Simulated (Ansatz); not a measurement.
PBE exchange is replaced step by step with exact exchange (0 % is PBE, 25 % PBE0; no dispersion term), basis def2-TZVP, Ansatz. System: VSeF₃. The state is a singlet with charge 0. Geometry: r2SCAN-D4/def2-SVP.

Geometry of the singlet:

Cartesian coordinates in Å:
```
V -0.0049 0.0198 -0.0926
Se 0.1084 -0.4208 2.0023
F -1.6381 0.2373 -0.5273
F 0.6605 -1.2806 -0.9700
F 0.8741 1.4443 -0.4124
```

The restricted singlet is unstable towards broken spin symmetry in Hartree–Fock (as tested in another run); at PBE-D4/def2-TZVP, PBE with 5 % exact exchange/def2-TZVP, PBE with 10 % exact exchange/def2-TZVP, PBE with 15 % exact exchange/def2-TZVP and others this wasn't settled.

```
exact exchange (%)  HOMO (eV)  LUMO (eV)  gap (eV)
                 0      -7.19      -4.85      2.34
                 5      -7.44      -4.72      2.72
                10      -7.69      -4.59      3.10
                15      -7.94      -4.45      3.48
                35      -8.92      -3.89      5.03
                50      -9.65      -3.43      6.21
```

Problem. Fit a straight line to the column «gap (eV)» against the share of exact exchange and predict its value at 25 %.

Solution. With x = exact exchange (%) and y = gap (eV): mean x = 19.17, mean y = 3.813; Σ(x − x̄)(y − ȳ) = 144.8, Σ(x − x̄)² = 1871; slope b = 0.07739, intercept a = ȳ − b·x̄ = 2.329. The residuals of the fitted rows reach 0.01. At x = 25 the line gives 2.329 + (0.07739 × 25) = 4.26; the run gave 4.25, 0.01 less than the line.
